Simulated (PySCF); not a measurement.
C4H7ClSi, SMILES [Si](C)(C)(Cl)C#C.

Geometry: PBE-D3(BJ)/def2-SVP.

All values below come from PBE-D3(BJ)/def2-SVP (PySCF).

Frequencies are harmonic and unscaled.

| mode | ν (cm⁻¹) | IR (km/mol) | moving atoms (share of kinetic energy) |
|---|---|---|---|
| 1 | 107 | 1.0 | C 50 %, Cl 27 %, H 17 % |
| 2 | 117 | 0.7 | C 66 %, H 28 % |
| 3 | 154 | 0.0 | H 98 % |
| 4 | 164 | 0.2 | H 95 % |
| 5 | 186 | 0.8 | C 40 %, Cl 24 %, H 22 %, Si 14 % |
| 6 | 189 | 0.2 | C 46 %, H 36 %, Cl 11 % |
| 7 | 213 | 3.3 | C 45 %, H 30 %, Si 17 % |
| 8 | 330 | 13.5 | C 75 %, Cl 14 %, H 9 % |
| 9 | 347 | 26.7 | C 75 %, H 16 %, Si 8 % |
| 10 | 480 | 40.3 | Cl 37 %, C 33 %, Si 22 %, H 9 % |
| 11 | 593 | 54.6 | C 46 %, Si 33 %, H 15 % |
| 12 | 678 | 0.1 | H 62 %, C 31 % |
| 13 | 681 | 37.2 | C 45 %, Si 31 %, H 23 % |
| 14 | 694 | 24.6 | H 76 %, C 24 % |
| 15 | 703 | 30.8 | H 76 %, C 24 % |
| 16 | 734 | 0.2 | H 77 %, C 22 % |
| 17 | 778 | 106.6 | Si 40 %, H 33 %, C 27 % |
| 18 | 813 | 152.5 | H 61 %, C 22 %, Si 17 % |
| 19 | 837 | 118.6 | H 61 %, C 23 %, Si 16 % |
| 20 | 1214 | 32.7 | H 77 %, C 23 % |
| 21 | 1219 | 13.6 | H 79 %, C 21 % |
| 22 | 1370 | 2.2 | H 96 % |
| 23 | 1373 | 0.0 | H 96 % |
| 24 | 1378 | 3.1 | H 96 % |
| 25 | 1386 | 5.6 | H 96 % |
| 26 | 2084 | 35.4 | C 90 %, H 9 % |
| 27 | 2978 | 0.3 | H 97 % |
| 28 | 2979 | 1.6 | H 97 % |
| 29 | 3079 | 0.0 | H 91 %, C 9 % |
| 30 | 3081 | 4.2 | H 91 %, C 9 % |
| 31 | 3091 | 1.4 | H 91 %, C 9 % |
| 32 | 3091 | 0.4 | H 91 %, C 9 % |
| 33 | 3390 | 49.3 | H 86 %, C 14 % |
